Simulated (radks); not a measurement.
Valence configurations of Mo I (all share [Kr]). Method: scalar-relativistic Kohn-Sham, r2SCAN, spin-polarised, spherical densities, finite nucleus; open shells are filled with parallel spins first (spin-orbit coupling, left out, can overturn this in heavy ions); meta-GGA in the generalised Kohn-Sham scheme; Fermi nuclear charge, rms radius 4.4091 fm; computed with a radial shooting solver on a logarithmic mesh with Libxc functionals. Energies are relative to 4d5 5s1; eigenvalues in eV for spin up.

| valence | E (eV) | moment (Bohr magnetons) | e(4d) | e(5p) | e(5s) |
|---|---|---|---|---|---|
| 4d5 5s1 | 0.000 | 6 | -4.819 | - | -4.881 |
| 4d5 5p1 | 3.647 | 6 | -6.098 | -1.945 | - |
| 4d5 5s0.5 5p0.5 | 1.846 | 6 | -5.482 | -1.584 | -5.231 |
| 4d4.5 5s1.5 | 1.517 | 5 | -5.975 | - | -5.322 |
| 4d6 | 4.034 | 4 | -3.389 | - | - |
| 4d4 5s2 | 2.874 | 4 | -7.014 | - | -5.542 |
| 4d2 5s2 5p2 | 17.778 | 4 | -13.504 | -4.060 | -8.976 |
| 4d4 5s1 5p1 | 4.574 | 6 | -8.029 | -2.511 | -6.684 |
| 4d2.5 5s2 5p1.5 | 13.311 | 4 | -11.922 | -3.494 | -8.173 |
| 4d3 5s2 5p1 | 9.346 | 4 | -10.318 | -2.887 | -7.337 |

NIST lists [Kr] 4d5 5s1 as the ground configuration; this level of theory agrees among the configurations tried. The energies are those of spherical high-spin densities, not of single terms.
